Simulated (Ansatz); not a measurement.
Species: AlI3, SMILES `[I][Al]([I])[I]` (charge 0, multiplicity 1).

Q: Give a relaxed geometry from B3LYP-D3(BJ)/def2-TZVP (Ansatz, a program for electronic structure).

A: the end point of this relaxation (outside a Z-matrix the atoms follow the SMILES, hydrogens last).
Z-matrix (Å, degrees):
```
Al
I 1 2.4633
I 1 2.4633 2 120.00
I 1 2.4633 2 120.00 3 180.00
```
